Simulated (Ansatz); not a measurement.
A structure relaxed at PBE0-D4/def2-TZVP, charge 0, multiplicity 1:

```xyz
18

C     1.337   -2.403    0.832
C     0.684   -1.055    1.078
C     0.230   -0.380   -0.205
C    -0.431    0.964    0.038
C    -0.751    1.699   -1.247
N    -1.827    2.524   -1.186
O    -0.086    1.583   -2.255
H     0.645   -3.092    0.339
H     2.214   -2.303    0.187
H     1.661   -2.869    1.766
H    -0.173   -1.179    1.751
H     1.386   -0.395    1.602
H     1.078   -0.234   -0.879
H    -0.468   -1.035   -0.739
H     0.247    1.611    0.609
H    -1.333    0.849    0.648
H    -2.047    3.084   -1.991
H    -2.367    2.633   -0.349
```

Q: Give its formula and SMILES.

A: C5H11NO, `CCCCC(N)=O`.

Q: Point group (tolerance 0.08 Å, 0.16 Å for H)?

A: C1.

Q: Summarise the bond lengths by kind.

A: 4 × C–C 1.515 to 1.519 Å; 9 × C–H 1.092 to 1.097 Å; 1 × C–N 1.357 Å; 1 × C–O 1.213 Å; 2 × H–N 1.002 to 1.005 Å.

All numbers were calculated with Ansatz.
